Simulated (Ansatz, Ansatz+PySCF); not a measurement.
```yaml
atoms:
  - { symbol: C, position_ang: [1.0253, 0.0000, 0.0000] }
  - { symbol: C, position_ang: [0.0000, 1.0253, 0.0000] }
  - { symbol: C, position_ang: [-1.0253, 0.0000, 0.0000] }
  - { symbol: C, position_ang: [0.0000, -1.0253, 0.0000] }
  - { symbol: C, position_ang: [2.4553, 0.0000, 0.0000] }
  - { symbol: N, position_ang: [3.6153, 0.0000, 0.0000] }
  - { symbol: C, position_ang: [0.0000, 2.4553, 0.0000] }
  - { symbol: N, position_ang: [0.0000, 3.6153, 0.0000] }
  - { symbol: C, position_ang: [-2.4553, 0.0000, 0.0000] }
  - { symbol: N, position_ang: [-3.6153, 0.0000, 0.0000] }
  - { symbol: C, position_ang: [0.0000, -2.4553, 0.0000] }
  - { symbol: N, position_ang: [0.0000, -3.6153, 0.0000] }
```

Basis set: def2-SVP (spherical functions). Charge 0, multiplicity 3.

Computed with Ansatz (development build ahead of 0.2.0); each method stands on the lowest determinant of its kind that the runs found. Restricted functionals stand beside restricted open-shell atoms, which can lie above the unrestricted atoms usual in DFT and then raise those values.

Question: Give the atomization energy at this shape (free ground-state atoms in the same class of orbitals less the molecule, no zero-point energy) of triplet C₈N₄ by ωB97X (restricted open-shell), PBE0 (unrestricted), PBE0 (restricted open-shell), UHF, ROHF.

Answer:

```tsv
method	atomization energy
ωB97X (restricted open-shell)	70.80 eV
PBE0 (unrestricted)	71.84 eV
PBE0 (restricted open-shell)	72.23 eV
UHF	44.96 eV
ROHF	45.65 eV
```

Caution: another spin multiplicity may lie lower. Caution for UHF: the unrestricted determinant is spin contaminated.

The shape needn't be a minimum at these levels.
